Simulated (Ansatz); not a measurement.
`FCNC[SiH3]` + `[OH][Sc]([Cl])[Cl]` → `[SiH3][O][Sc]([Cl])[Cl]` + `CNCF`  (ligand exchange at the Si–C bond)

Gas-phase electronic energies from Ansatz, PBE0-D4/def2-TZVP geometries. CCSD(T)/CBS is the MP2 limit (def2-TZVPP, def2-QZVPP) plus CCSD(T) − MP2 in def2-TZVPP, frozen cores. DFT in def2-TZVPP. For Sc outer-core shells are correlated without core-valence functions, which leaves a few kJ/mol of doubt a bond. Scalar relativity is left out up to krypton. Each species was taken in one conformer, which may not be the lowest.

```tsv
species	BHLYP energy (Eh)
`FCNC[SiH3]`	-525.08525
`[OH][Sc]([Cl])[Cl]`	-1757.18898
`[SiH3][O][Sc]([Cl])[Cl]`	-2047.93668
`CNCF`	-234.38790
```

(1) Work out ΔE.

Largest T1 diagnostic among the species: 0.015.

## Answers

(1) ΔE = (-2047.93668) + (-234.38790) − (-525.08525) − (-1757.18898) = -0.05035 Eh = -1.37 eV. CCSD(T)/CBS gives -1.29 eV.

From BLYP to BHLYP (50 % exact exchange), in def2-TZVPP and without D4, ΔE moves by −0.10 eV. Leaving LDA and LC-ωPBE aside and taking each functional with its dispersion term where it has one, the values, not all of them listed here, spread over 0.25 eV, from BHLYP-D4 to revPBE-D4. LDA lies +0.07 eV from PBE without D4. In def2-TZVPP, CCSD(T) changes the Hartree–Fock value by +0.22 eV (the triples alone add +0.03 eV) and MP2 by +0.20 eV.
